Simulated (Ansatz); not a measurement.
Two isomers of CH7B2N: A = `BN(B)C`, B = `CBBN`.

Gas-phase electronic energies from Ansatz, PBE0-D4/def2-TZVP geometries. CCSD(T)/CBS is the MP2 limit (def2-TZVPP, def2-QZVPP) plus CCSD(T) − MP2 in def2-TZVPP, frozen cores. This one scheme is used for every species. DFT in def2-TZVPP. B3LYP here is the variant with VWN-RPA as its local correlation; programs differ in this. Each species was taken in one conformer, which may not be the lowest.

Task: Which is lower in electronic energy at CCSD(T)/CBS, and by how much? (An estimate is asked.)

Result: Computed: A, by 11.1 kcal/mol.

Task: Give E(B) − E(A) in kcal/mol with B3LYP-D4, LDA (SPW92), HF/def2-TZVPP, B3LYP, r2SCAN-D4, CCSD/def2-TZVPP, MP2/def2-TZVPP. (An estimate is asked.)

Result: Ansatz gave: B3LYP-D4 10.5, LDA (SPW92) 8.2, HF/def2-TZVPP 13.5, B3LYP 9.7, r2SCAN-D4 8.2, CCSD/def2-TZVPP 11.6, MP2/def2-TZVPP 12.9. None reverses the order clearly.

Task: Does the order hold for the free energy at 298.15 K (harmonic terms from PBE0-D4)? (Best estimate.)

Result: The calculation gave: Yes: G(B) − G(A) = +11.0 kcal/mol, for one conformer each. Modes under 60 cm⁻¹, often nearly free rotors, make the harmonic entropy too high.

Largest T1 diagnostic: 0.012.

At CCSD(T), def2-SVP lies +3.4 kcal/mol from the extrapolated value and def2-TZVPP +0.7 kcal/mol. From PBE to PBE0 (25 % exact exchange), in def2-TZVPP and without D4, E(B) − E(A) moves by +1.1 kcal/mol.
